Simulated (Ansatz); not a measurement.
Start from `C[O][Al]([F])[O]C` and change one atom or group to get `C[O][Al]([F])[Br]`.

Ansatz, PBE0-D4/def2-TZVP geometries, multiplicity 1. Each molecule was computed in one conformer, which needn't be the lowest.

Scalar relativity is left out up to krypton. Spin–orbit coupling is left out; it splits and shifts lone-pair levels of the heavy atoms by tenths of an eV.

```
                               property  `C[O][Al]([F])[O]C`
  HOMO energy (ωB97M-V/def2-TZVPP) / eV               -10.63
  HOMO–LUMO gap (B3LYP/def2-TZVPP) / eV                 7.16
HOMO–LUMO gap (ωB97M-V/def2-TZVPP) / eV                11.72
     LUMO energy (PBE0/def2-TZVPP) / eV                -0.51
     HOMO energy (PBE0/def2-TZVPP) / eV                -8.23
    HOMO energy (B3LYP/def2-TZVPP) / eV                -7.99
```

(1) What does the change do to each property? (Best estimate.)

## Answers

(1) Computed: 
```
                               property  `C[O][Al]([F])[Br]`  shift
  HOMO energy (ωB97M-V/def2-TZVPP) / eV               -11.02  -0.39
  HOMO–LUMO gap (B3LYP/def2-TZVPP) / eV                 7.12  -0.04
HOMO–LUMO gap (ωB97M-V/def2-TZVPP) / eV                11.69  -0.03
     LUMO energy (PBE0/def2-TZVPP) / eV                -1.00  -0.49
     HOMO energy (PBE0/def2-TZVPP) / eV                -8.67  -0.44
    HOMO energy (B3LYP/def2-TZVPP) / eV                -8.42  -0.43
```

With PBE0 the HOMO falls by 0.44 eV and the LUMO falls by 0.49 eV, so the gap narrows by about 0.05 eV. PBE moves the HOMO by -0.50 eV and ωB97M-V by -0.39 eV.

B3LYP here is the variant with VWN-RPA as its local correlation; programs differ in this.
